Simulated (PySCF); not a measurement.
C6H14, charge -1, doublet, at the geometry of the source list (a state made from the parent by changing its charge; the spin is typed, not shown lowest) (in this run its highest filled SCF level lies above zero, so its values depend strongly on the basis, on diffuse functions most of all); HF/6-31G in PySCF.

Here is a job for PySCF.
```python
from pyscf import gto, scf

mol = gto.Mole()
mol.atom = '''
    C     2.83340000    0.85030000   -0.34240000
    C     1.82880000    0.00110000    0.42560000
    C     0.44440000    0.03160000   -0.21760000
    C    -0.56010000   -0.81700000    0.55810000
    C    -1.93330000   -0.90240000   -0.10840000
    C    -2.66640000    0.43210000   -0.15860000
    H     2.93620000    0.49080000   -1.36410000
    H     2.50950000    1.88830000   -0.37790000
    H     3.81090000    0.81330000    0.13320000
    H     2.18440000   -1.03130000    0.46810000
    H     1.75560000    0.36640000    1.45290000
    H     0.09860000    1.06580000   -0.26140000
    H     0.51550000   -0.34040000   -1.24290000
    H    -0.67420000   -0.40920000    1.56570000
    H    -0.15880000   -1.82930000    0.65710000
    H    -1.81730000   -1.29070000   -1.12340000
    H    -2.54310000   -1.61770000    0.44960000
    H    -2.74670000    0.86090000    0.83800000
    H    -3.67090000    0.29620000   -0.55390000
    H    -2.14660000    1.14120000   -0.79750000
'''
mol.basis = '6-31g'
mol.charge = -1
mol.spin = 1
mol.verbose = 4
mol.build()

mf = scf.UHF(mol)
mf.kernel()
mf.analyze()
```

It wrote (shortened):

```
PySCF version 2.14.0

[INPUT] verbose = 4
[INPUT] num. atoms = 20
[INPUT] num. electrons = 51
[INPUT] charge = -1
[INPUT] spin (= nelec alpha-beta = 2S) = 1
[INPUT] symmetry False subgroup None
[INPUT] Mole.unit = angstrom
[INPUT] Symbol           X                Y                Z      unit          X                Y                Z       unit  Magmom
[...]
nuclear repulsion = 248.72485673192
number of shells = 58
number of NR pGTOs = 188
number of NR cGTOs = 82
basis = 6-31g
ecp = {}

******** <class 'pyscf.scf.uhf.UHF'> ********
method = UHF
initial guess = minao
damping factor = 0
level_shift factor = 0
DIIS = <class 'pyscf.scf.diis.CDIIS'>
diis_start_cycle = 1
diis_space = 8
diis_damp = 0
SCF conv_tol = 1e-09
SCF conv_tol_grad = None
SCF max_cycles = 50
direct_scf = True
direct_scf_tol = 1e-13
number electrons alpha = 26  beta = 25
Set gradient conv threshold to 3.16228e-05
init E= -236.308713129571

cycle= 1 E= -235.00225027789  delta_E= 1.31  |g|= 0.238  |ddm|= 7.93
cycle= 2 E= -235.045645785797  delta_E= -0.0434  |g|= 0.0593  |ddm|= 0.984
cycle= 3 E= -235.048671051809  delta_E= -0.00303  |g|= 0.0239  |ddm|= 0.447
cycle= 4 E= -235.049092849631  delta_E= -0.000422  |g|= 0.00504  |ddm|= 0.191
cycle= 5 E= -235.049206353231  delta_E= -0.000114  |g|= 0.00312  |ddm|= 0.222
cycle= 6 E= -235.049279102987  delta_E= -7.27e-05  |g|= 0.00186  |ddm|= 0.233
cycle= 7 E= -235.049309573352  delta_E= -3.05e-05  |g|= 0.00114  |ddm|= 0.17
cycle= 8 E= -235.049324262121  delta_E= -1.47e-05  |g|= 0.000907  |ddm|= 0.121
cycle= 9 E= -235.049337978814  delta_E= -1.37e-05  |g|= 0.000761  |ddm|= 0.134
cycle= 10 E= -235.049351418174  delta_E= -1.34e-05  |g|= 0.000652  |ddm|= 0.156
cycle= 11 E= -235.049370739229  delta_E= -1.93e-05  |g|= 0.000435  |ddm|= 0.307
cycle= 12 E= -235.049379280862  delta_E= -8.54e-06  |g|= 0.000276  |ddm|= 0.231
cycle= 13 E= -235.049382540354  delta_E= -3.26e-06  |g|= 0.000153  |ddm|= 0.198
cycle= 14 E= -235.049382781366  delta_E= -2.41e-07  |g|= 0.000113  |ddm|= 0.0183
cycle= 15 E= -235.049382968283  delta_E= -1.87e-07  |g|= 9.3e-05  |ddm|= 0.024
cycle= 16 E= -235.049383181042  delta_E= -2.13e-07  |g|= 7.03e-05  |ddm|= 0.0301
cycle= 17 E= -235.049383295484  delta_E= -1.14e-07  |g|= 5.03e-05  |ddm|= 0.0168
cycle= 18 E= -235.049383360707  delta_E= -6.52e-08  |g|= 3.01e-05  |ddm|= 0.0135
cycle= 19 E= -235.049383384638  delta_E= -2.39e-08  |g|= 1.66e-05  |ddm|= 0.0105
cycle= 20 E= -235.049383388446  delta_E= -3.81e-09  |g|= 1.13e-05  |ddm|= 0.00341
cycle= 21 E= -235.049383390017  delta_E= -1.57e-09  |g|= 8.4e-06  |ddm|= 0.00165
cycle= 22 E= -235.049383391093  delta_E= -1.08e-09  |g|= 6.3e-06  |ddm|= 0.00134
cycle= 23 E= -235.049383392412  delta_E= -1.32e-09  |g|= 2.81e-06  |ddm|= 0.00267
cycle= 24 E= -235.049383392631  delta_E= -2.19e-10  |g|= 1.66e-06  |ddm|= 0.001
Extra cycle  E= -235.049383392644  delta_E= -1.28e-11  |g|= 1.27e-06  |ddm|= 6.48e-05
converged SCF energy = -235.049383392644  <S^2> = 0.75280057  2S+1 = 2.0027986
**** SCF Summaries ****
Total Energy =                        -235.049383392644188
Nuclear Repulsion Energy =             248.724856731919999
One-electron Energy =                 -817.263540955985718
Two-electron Energy =                  333.489300831421531
Two-electron Coulomb Energy =          369.726438665513740
DFT Exchange-Correlation Energy =      -36.237137834092209
**** MO energy ****
                             alpha | beta                alpha | beta
[...]
To work with the spin densities directly, `use mulliken_meta_spin()` only printing them here.

 ** Mulliken spin pop alpha/beta on meta-lowdin orthogonal AOs **
 ** Mulliken Spin Density (per AO)  **
spin_pop of  0 C 1s       -0.00000
spin_pop of  0 C 2s        0.01144
spin_pop of  0 C 3s        0.00161
spin_pop of  0 C 2px       0.00111
spin_pop of  0 C 2py       0.00614
spin_pop of  0 C 2pz       0.00673
spin_pop of  0 C 3px       0.00030
spin_pop of  0 C 3py       0.00177
spin_pop of  0 C 3pz       0.00287
[...]
spin_pop of  3 C 3pz       0.00905
spin_pop of  4 C 1s       -0.00000
spin_pop of  4 C 2s        0.01752
spin_pop of  4 C 3s        0.00167
spin_pop of  4 C 2px       0.00346
spin_pop of  4 C 2py       0.01005
spin_pop of  4 C 2pz       0.00525
spin_pop of  4 C 3px       0.00016
spin_pop of  4 C 3py       0.00086
spin_pop of  4 C 3pz       0.00123
spin_pop of  5 C 1s        0.00000
spin_pop of  5 C 2s        0.03681
spin_pop of  5 C 3s        0.00219
spin_pop of  5 C 2px      -0.00489
spin_pop of  5 C 2py       0.01824
spin_pop of  5 C 2pz      -0.00232
spin_pop of  5 C 3px       0.00214
spin_pop of  5 C 3py       0.00356
spin_pop of  5 C 3pz       0.00054
spin_pop of  6 H 1s        0.00675
spin_pop of  6 H 2s        0.00854
spin_pop of  7 H 1s        0.00721
spin_pop of  7 H 2s        0.01006
spin_pop of  8 H 1s        0.00863
spin_pop of  8 H 2s        0.00282
spin_pop of  9 H 1s        0.01174
spin_pop of  9 H 2s        0.02024
spin_pop of  10 H 1s        0.01559
spin_pop of  10 H 2s        0.02008
spin_pop of  11 H 1s        0.05106
spin_pop of  11 H 2s        0.05386
spin_pop of  12 H 1s        0.02972
spin_pop of  12 H 2s        0.04549
spin_pop of  13 H 1s        0.02540
spin_pop of  13 H 2s        0.03484
spin_pop of  14 H 1s        0.02985
spin_pop of  14 H 2s        0.02481
spin_pop of  15 H 1s        0.01278
spin_pop of  15 H 2s        0.02124
spin_pop of  16 H 1s        0.01773
spin_pop of  16 H 2s        0.01114
spin_pop of  17 H 1s        0.00725
spin_pop of  17 H 2s        0.01973
spin_pop of  18 H 1s        0.03682
spin_pop of  18 H 2s        0.01347
spin_pop of  19 H 1s        0.02167
spin_pop of  19 H 2s        0.01938
 ** Mulliken Spin Density (per atom)  **
spin density of  0 C =      0.03198
spin density of  1 C =      0.07178
spin density of  2 C =      0.12674
spin density of  3 C =      0.08511
spin density of  4 C =      0.04021
spin density of  5 C =      0.05627
spin density of  6 H =      0.01529
spin density of  7 H =      0.01727
spin density of  8 H =      0.01144
spin density of  9 H =      0.03197
spin density of  10 H =      0.03567
spin density of  11 H =      0.10492
spin density of  12 H =      0.07521
spin density of  13 H =      0.06024
spin density of  14 H =      0.05466
spin density of  15 H =      0.03402
spin density of  16 H =      0.02888
spin density of  17 H =      0.02698
spin density of  18 H =      0.05029
spin density of  19 H =      0.04105
 ** Mulliken pop alpha/beta on meta-lowdin orthogonal AOs **
 ** Mulliken pop       alpha | beta **
In total            26.00000 | 25.00000
 ** Mulliken atomic charges   ( Nelec_alpha | Nelec_beta ) **
charge of  0C =     -0.30326  (     3.16762      3.13564 )
charge of  1C =     -0.18815  (     3.12997      3.05818 )
charge of  2C =     -0.22324  (     3.17499      3.04825 )
charge of  3C =     -0.20278  (     3.14395      3.05883 )
charge of  4C =     -0.16785  (     3.10403      3.06382 )
charge of  5C =     -0.31890  (     3.18758      3.13131 )
charge of  6H =      0.06276  (     0.47627      0.46098 )
charge of  7H =      0.06347  (     0.47690      0.45963 )
charge of  8H =      0.05270  (     0.47937      0.46793 )
charge of  9H =      0.03126  (     0.50036      0.46838 )
charge of  10H =      0.03084  (     0.50241      0.46674 )
charge of  11H =     -0.02521  (     0.56507      0.46014 )
charge of  12H =     -0.01178  (     0.54350      0.46828 )
charge of  13H =      0.00585  (     0.52720      0.46695 )
charge of  14H =      0.00871  (     0.52297      0.46831 )
charge of  15H =      0.03412  (     0.49995      0.46593 )
charge of  16H =      0.02987  (     0.49950      0.47063 )
charge of  17H =      0.04971  (     0.48863      0.46165 )
charge of  18H =      0.01951  (     0.51539      0.46510 )
charge of  19H =      0.05236  (     0.49435      0.45330 )

WARN: System has nonzero charge -1; the dipole moment is origin-dependent.
Location of origin: [0. 0. 0.]

Dipole moment(X, Y, Z, Debye):  0.90839,  0.19601, -0.03101
```
